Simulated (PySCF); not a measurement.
C2H3F2Ga, SMILES [F][Ga]([F])[CH]=C.

The structure is a stationary point at PBE-D3(BJ)/def2-SVP. The structure was generated by enumeration; whether it is a known compound was not checked. The values are those of a single conformer.

Computed with PBE-D3(BJ)/def2-SVP in PySCF.

Frequencies are harmonic and unscaled.

```csv
mode,ν (cm⁻¹),IR (km/mol),moving atoms (share of kinetic energy)
1,77,1.6,"C 40 %, H 26 %, F 25 %, Ga 9 %"
2,86,2.4,"F 47 %, C 27 %, Ga 13 %, H 13 %"
3,179,14.8,"Ga 34 %, F 31 %, H 22 %, C 13 %"
4,191,26.6,"F 81 %, Ga 13 %"
5,293,8.0,"C 58 %, H 18 %, Ga 15 %, F 9 %"
6,473,33.8,"H 67 %, C 30 %"
7,563,2.2,"C 60 %, H 19 %, F 17 %"
8,681,73.7,"F 70 %, Ga 22 %"
9,701,70.2,"F 73 %, Ga 27 %"
10,964,5.3,"H 86 %, C 13 %"
11,966,22.5,"H 72 %, C 28 %"
12,1002,17.1,H 94 %
13,1208,5.4,"H 72 %, C 28 %"
14,1366,11.4,"H 84 %, C 16 %"
15,1605,6.7,"C 85 %, H 15 %"
16,3050,7.3,H 95 %
17,3101,1.4,"H 91 %, C 9 %"
18,3147,1.5,"H 89 %, C 11 %"
```
